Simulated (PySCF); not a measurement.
# Exercise with solution: dipole moment from atomic charges

AsGeH5, SMILES [GeH3][AsH2]. Atoms are numbered in the order given.

```xyz
7

Ge    -1.1919    -0.0026     0.0000
As     1.2319     0.0616     0.0000
H     -1.6926     0.7365     1.2473
H     -1.6926     0.7365    -1.2473
H     -1.7561    -1.4290     0.0000
H      1.3147    -0.9962     1.0909
H      1.3147    -0.9962    -1.0909
```

The structure is a stationary point at r2SCAN-D4/def2-TZVP.

Charges (e) from HF/def2-TZVPD (PySCF):

```csv
atom,ESP fit,IAO
Ge1,0.346,0.484
As2,-0.178,0.057
H3,-0.078,-0.135
H4,-0.078,-0.135
H5,-0.103,-0.135
H6,0.046,-0.067
H7,0.046,-0.067
```

The dipole moment of the full density is 0.51 D.

What dipole moment does each set of point charges give, and which comes closer to that of the density?


μ = Σ q r, and 1 e Å = 4.8032 D.
ESP fit: Σ q r = (-0.066, -0.071, 0.000) e Å, |μ| = 0.47 D.
IAO: Σ q r = (0.011, 0.130, 0.000) e Å, |μ| = 0.63 D.
ESP fit comes closer in size. Point charges leave out the atoms' own dipoles (lone pairs, polarised bonds); fits to the potential absorb them, partitions of the density don't.
